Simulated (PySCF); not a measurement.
## Vibration and rotation of InSn

UHF-CCSD(T) constants of InSn, ⁴Σ⁻ (quartet), unpaired electrons σ ↑, π ↑↑ (PySCF, scalar-relativistic core potentials, basis sets In def2-SVP with ECP28, Sn def2-SVP with ECP28; masses 114.9039 and 119.9022 u):

| Quantity | Value |
| --- | --- |
| ωe | 150.2 cm⁻¹ |
| ωexe | 0.338 cm⁻¹ |
| Be | 0.034795 cm⁻¹ |
| αe | 0.000112 cm⁻¹ |
| De to In + Sn | 1.79 eV |

(1) What force constant and bond length do these constants imply?

(2) Estimate the centrifugal constant D from the Kratzer relation and find the Dunham coefficient a1.

Correlated steps freeze 8 core orbitals. Correlated levels converge slowly with the basis: in double zeta they bind strong bonds too weakly, by up to about 1 eV, and carry superposition errors of some tenths. These are scalar-relativistic numbers at best; spin–orbit coupling would shift them, the dissociation energy most. The state is the lowest determinant that a PBE0 search found; another state may lie lower at other levels.

## Answers

(1) Reduced mass μred = 58.675 u; k = 5.8918×10⁻⁷·μred·ωe² (u, cm⁻¹, mdyn/Å) = 0.780 mdyn/Å; Re = √(16.8576/(μred·Be)) (u, cm⁻¹, Å) = 2.874 Å.

(2) D = 4Be³/ωe² = 7.47e-09 cm⁻¹; a1 = −1 − αeωe/(6Be²) = -3.32.
